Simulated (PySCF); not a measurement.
# What a mistake does to a calculation on GeH4NOSi

All numbers below are calculated, not measured. The program is PySCF 2.14.0, an open-source quantum chemistry code, run on an isolated molecule that a program drew, which may never have been made. The molecule is GeH4NOSi (charge 0, doublet), drawn as the SMILES string `[OH][GeH]=[N][SiH2]`.

Each row is a Hartree-Fock (HF) and frozen-core CCSD(T) single point in the cc-pV(D+d)Z basis, meant for a local HF minimum. Run 1 is clean. Each other run has one planted mistake out of seven kinds, and not every kind appears here: one electron removed, one electron added, multiplicity raised by two, geometry at a saddle point, minimal basis STO-3G, one bond length entered in bohr, all coordinates scaled. The reference is restricted for singlets and unrestricted otherwise, and also for a bond in bohr. Adding or removing an electron swaps singlet and doublet. Electrons count all cores. HOMO and LUMO are orbital energies over both spins, the gradient is its largest component, and the lowest frequency (negative if imaginary) is given only where the gradient is small. Bond lengths are over the 7 bonds as drawn. T1 is the CCSD diagnostic: over 0.02 (restricted) or 0.045 (unrestricted) a single reference is doubtful. Germanium has the cc-pVDZ-PP basis, with a core potential (ECP10MDF) in place of its 10 inner electrons, and its 3s, 3p and 3d shells are frozen in CCSD(T).

Geometry of the clean run:
```xyz
8
GeH4NOSi, angstrom
O     2.2688   -1.1926   -2.4384
Ge    1.5616    0.2921   -3.1625
N     2.1310    1.6788   -2.1691
Si    2.8278    1.8734   -0.7719
H     2.0358   -2.0000   -2.8737
H     2.0581    0.4292   -4.6220
H     3.0661    3.2215   -0.2321
H     3.3024    0.8298    0.1542
```

```
run  electrons  basis functions  <S^2>  HOMO (eV)  LUMO (eV)  gradient (hartree/bohr)  lowest frequency (cm^-1)  mean bond (Å)  longest bond (Å)      T1  HF (hartree)  CCSD(T) (hartree)                          mistake
  1         65               94  0.776      -8.10       1.23                  1.6e-05                        85         1.5155             1.798  0.0214    -713.92348         -714.50182                         no fault
  2         65               94  1.774      -8.19       0.18                  1.4e-02                         -         1.7028             2.785  0.0255    -713.79805         -714.35798  one bond length entered in bohr
  3         65               94  0.759      -7.55       1.66                  1.1e-01                         -         1.3897             1.649  0.0179    -713.84441         -714.40080           all coordinates scaled
  4         66               94  0.000      -0.41       6.39                  9.2e-02                         -         1.5155             1.798  0.0271    -713.90067         -714.51696               one electron added
  5         64               94  0.000     -16.05      -6.28                  1.0e-01                         -         1.5155             1.798  0.0226    -713.65721         -714.23594                                ?
```

**Which mistake was planted in run 5, and what did it cost?**

It counts 64 electrons, one fewer than the clean run, at the same geometry and basis. So the mistake is: one electron removed. Subtracting run 1 and multiplying by 627.51 kcal/mol a hartree, the energy moved by 167.1 kcal/mol in HF and 166.8 kcal/mol in CCSD(T).

Cautions from the logs. Run 4: T1 is over the limit, so its CCSD(T) energy is less reliable; run 5: T1 is over the limit, so its CCSD(T) energy is less reliable.
